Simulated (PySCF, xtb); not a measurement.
PbCl₂, SMILES [Cl][Pb][Cl] (connectivity only; charge and spin as stated), neutral, multiplicity 1.

xtb 6.7.1 with GFN2-xTB at its own geometry gives an orbital gap of 2.70 eV and a dipole moment of 6.12 D.

The structure is a stationary point at B3LYP-D3(BJ)/def2-TZVP. The isomer is the one that the SMILES or the coordinates give; other isomers of the formula were not compared. The def2 effective core potentials stand for the cores of Pb; spin–orbit coupling is left out.

Problem. What does PySCF with CAM-B3LYP/def2-TZVPD give? (An estimate is asked for; the answer gives what the named calculation found.)

Solution. gap 7.09 eV (levels -9.52 and -2.43 eV), dipole 4.80 D.
